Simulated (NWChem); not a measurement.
**Basis-set convergence for H4ClInO**

```xyz
7

In    -0.6494    -0.0230     0.1224
H     -1.0662     0.2667     1.7647
H     -1.5057    -0.5651    -1.2743
Cl     1.4154     1.1397    -0.5044
O      0.9622    -1.7885     0.3028
H      1.6963    -1.1846     0.0617
H      0.9375    -2.4577    -0.3980
```
Charge 0, spin multiplicity 1.

Program: NWChem. All single points use one geometry, from B3LYP/def2-SVP with def2 effective core potentials on In, a minimum by its harmonic frequencies.

Quantity: vertical ionisation energy at the level ΔPBE (Δ: difference of total energies, the cation a doublet at the parent's geometry; it is the state that the SCF runs reached, from PBE0 orbitals for Hartree-Fock references, and need not be the lowest).

Effective core potentials replace the inner electrons of In; spin-orbit coupling is left out. The structure started from a generated list of species. No SCF solution was tested for a lower state.

The cost column gives rough processor time relative to def2-SVP; each entry includes its own SCF.

| basis | functions | vertical ionisation energy (eV) | relative cost |
|---|---|---|---|
| def2-SVP | 78 | [?] | 1 |
| def2-SVPD | 114 | [?] | under 3 |
| def2-TZVP | 142 | 9.71 | under 3 |
| def2-TZVPD | 178 | [?] | under 3 |
| def2-TZVPP | 179 | 9.71 | 6 |

### Question
What belongs in the gaps?

### Answer

- def2-SVP, vertical ionisation energy (eV): 9.58
- def2-SVPD, vertical ionisation energy (eV): 9.77
- def2-TZVPD, vertical ionisation energy (eV): 9.74
